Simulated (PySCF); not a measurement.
SnH⁺, PBE: how much the basis matters

PySCF, UKS reference; singlet, unpaired electrons none; De to Sn⁺ + H without counterpoise correction.

| basis | relativity | functions | Re (Å) | ωe (cm⁻¹) | De (eV) | μ (D) |
| --- | --- | --- | --- | --- | --- | --- |
| cc-pVDZ-PP/cc-pVDZ | scalar-relativistic core potentials | 28 | 1.790 | 1748 | 2.73 | -0.03 |
| def2-SVPD | scalar-relativistic core potentials | 40 | 1.791 | 1739 | 2.72 | -0.04 |
| x2c-SVPall | spin-free X2C | 41 | 1.787 | 1769 | 2.76 | 0.01 |
| def2-TZVPPD | scalar-relativistic core potentials | 73 | 1.780 | 1752 | 2.75 | -0.05 |

Task: How does each smaller set differ from the one with most functions, def2-TZVPPD?

Result: cc-pVDZ-PP/cc-pVDZ: +1.0 pm, -0.2 % in ωe, -0.02 eV in De; def2-SVPD: +1.1 pm, -0.7 % in ωe, -0.03 eV in De; x2c-SVPall: +0.7 pm, +1.0 % in ωe, +0.01 eV in De. All at PBE; the set with most functions is neither the basis-set limit nor always the best. The rows treat relativity differently, so the differences are not basis effects alone.

A positive dipole points towards H; it is taken about the centre of mass and depends on that origin. These are scalar-relativistic numbers at best; spin–orbit coupling would shift them, the dissociation energy most. For an ion De counts to the pair picked by the measured ionisation energies or electron affinities, which need not be the lowest pair at this level.
